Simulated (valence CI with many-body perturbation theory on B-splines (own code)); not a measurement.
# Level structure of Tl LX

Method: configuration interaction combined with many-body perturbation theory (CI+MBPT): four valence electrons over a frozen Dirac-Fock core [Ar], a basis of 9 s, 9 p, 10 d, 8 f, 5 g, 3 h, 1 i functions for each j, with the one-electron correlation potential Σ1, the two-electron term Σ2, the three-electron term Σ3, Breit, model QED; selected CI, second order for the rest (own B-spline code, finite nucleus).

No measured spectrum was set against this ion. As an estimate, large intervals hold to a few tenths of a per cent, small ones and those within an open d or f shell to about a per cent. The list stops below the first excitations out of the core. Only levels of the ground parity were solved; by the run's estimate the other parity begins above the list, which can be wrong where configurations are misplaced.

Levels 1 to 18 of 18, with energies above the lowest level, (3d3/2^4) J=0. "Leading %" is the weight of the configuration and term that name the level; weights of strongly mixed levels are sums over their largest components and can fall short. In the jj column 3d3/2^4 stands for four electrons in 3d with j = 3/2. Lifetimes count E1, E2, E3, M1 and M2 decay at the calculated energies, and are blank where another channel may lead or the interval is too uncertain; long ones can be off by a factor of two.

| No. | Configuration | Term | J | E (cm⁻¹) | Leading % | Leading jj | Second component | Lifetime |
| --- | --- | --- | --- | --- | --- | --- | --- | --- |
| 1 | 3d4 | 3P | 0 | 0 | 61 | 3d3/2^4 (99 %) | 24 % 3d4 5D |  |
| 2 | 3d4 | 5D | 1 | 822710 | 55 | 3d3/2^3 3d5/2 (100 %) | 45 % 3d4 3P | 76.5 ns |
| 3 | 3d4 | 3F | 4 | 926530 | 28 | 3d3/2^3 3d5/2 (99 %) | 26 % 3d4 1G |  |
| 4 | 3d4 | 5D | 2 | 964070 | 27 | 3d3/2^3 3d5/2 (98 %) | 20 % 3d4 1D | 26.9 μs |
| 5 | 3d4 | 3F | 3 | 992500 | 31 | 3d3/2^3 3d5/2 (98 %) | 20 % 3d4 3G |  |
| 6 | 3d4 | 5D | 2 | 1722000 | 58 | 3d3/2^2 3d5/2^2 (98 %) | 13 % 3d4 3P | 45.7 ns |
| 7 | 3d4 | 5D | 0 | 1723400 | 68 | 3d3/2^2 3d5/2^2 (99 %) | 24 % 3d4 1S | 33.9 ns |
| 8 | 3d4 | 3H | 4 | 1746600 | 40 | 3d3/2^2 3d5/2^2 (99 %) | 33 % 3d4 5D | 75.5 ns |
| 9 | 3d4 | 5D | 3 | 1766800 | 48 | 3d3/2^2 3d5/2^2 (97 %) | 28 % 3d4 3G | 77.3 ns |
| 10 | 3d4 | 3H | 5 | 1794100 | 66 | 3d3/2^2 3d5/2^2 (100 %) | 34 % 3d4 3G | 160 ns |
| 11 | 3d4 | 1I | 6 | 1817500 | 55 | 3d3/2^2 3d5/2^2 (100 %) | 45 % 3d4 3H |  |
| 12 | 3d4 | 3D | 1 | 1850300 | 45 | 3d3/2^2 3d5/2^2 (98 %) | 38 % 3d4 3P | 82.9 ns |
| 13 | 3d4 | 3F | 3 | 1870300 | 45 | 3d3/2^2 3d5/2^2 (99 %) | 22 % 3d4 3G | 120 ns |
| 14 | 3d4 | 3G | 4 | 1875900 | 52 | 3d3/2^2 3d5/2^2 (99 %) | 41 % 3d4 1G | 420 ns |
| 15 | 3d4 | 3F | 2 | 1895900 | 33 | 3d3/2^2 3d5/2^2 (99 %) | 29 % 3d4 3P | 263 ns |
| 16 | 3d4 | 3F | 2 | 2012200 | 54 | 3d3/2^2 3d5/2^2 (99 %) | 27 % 3d4 3P | 70.8 ns |
| 17 | 3d4 | 3F | 4 | 2060300 | 65 | 3d3/2^2 3d5/2^2 (99 %) | 30 % 3d4 1G | 257 ns |
| 18 | 3d4 | 1D | 2 | 2182700 | 48 | 3d3/2^2 3d5/2^2 (97 %) | 27 % 3d4 3P | 1.35 μs |

The ionisation energy to 3d3 2D_3/2 of the next ion comes out as 6241 eV (NIST: 6241 ± 7 eV (theoretical)). All 18 levels together are meant to be complete up to 2196100 cm⁻¹.
